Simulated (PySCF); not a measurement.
# Electronic structure of Co³⁺ (cobalt, charge +3) at the UHF level

Configuration: [Ar] 3d6, high-spin 5D determinant. Computed with PySCF 2.14 in x2c-TZVPPall (6s5p4d2f1g, 64 functions), with scalar relativity by spin-free X2C-1e.

- Total energy: -1389.898836 hartree
- One-electron energy: -1890.2749 hartree
- Hartree (Coulomb) energy: 558.2672 hartree
- Exchange energy: -57.8912 hartree
- ⟨S²⟩: 6.0028
- ⟨L²⟩: 6.013
- Sum of ⟨r⟩: 13.89 bohr
- Sum of ⟨r²⟩: 12.87 bohr²
- Traceless quadrupole moment −½Σ⟨3z² − r²⟩ along its main axis: 0.331 e·bohr²
- Langevin diamagnetic susceptibility: -10.2 ×10⁻⁶ cm³/mol

```tsv
shell	electrons	mean orbital energy (eV)	spread (eV)	rms radius, mean of both spins (bohr)
1s α	1	-7815.6	0	0.0649
1s β	1	-7815.5	0	0.0649
2s α	1	-1006.4	0	0.276
2s β	1	-1002.4	0	0.276
2p α	3	-864.07	1.135	0.249
2p β	3	-860.07	0.008	0.249
3s α	1	-169.30	0	0.825
3s β	1	-158.53	0	0.825
3p α	3	-126.74	2.333	0.875
3p β	3	-113.79	1.668	0.875
3d α	5	-58.275	2.758	1.03
3d β	1	-52.076	0	1.03
```

Densities and radii are taken from the X2C orbitals without a picture-change correction, which distorts them close to the nucleus.

Spin-orbit constants ζ (cm⁻¹) from the X2C one-electron operator on these orbitals: bare nucleus, nucleus screened by l(l+1)(2l+1)/3 electrons, and screened by the Breit-Pauli mean field of the electrons.

| shell | bare | screened nucleus | mean field |
| --- | --- | --- | --- |
| 2p | 83410 | 77230 | 74390 |
| 3p | 10720 | 9924 | 9502 |
| 3d | 1062 | 668.9 | 607.0 |

To first order the Landé constant is A = -151.7 cm⁻¹, so the lowest level has J = 4 and lies 0.0753 eV below the centre of the term. This holds in LS coupling only.
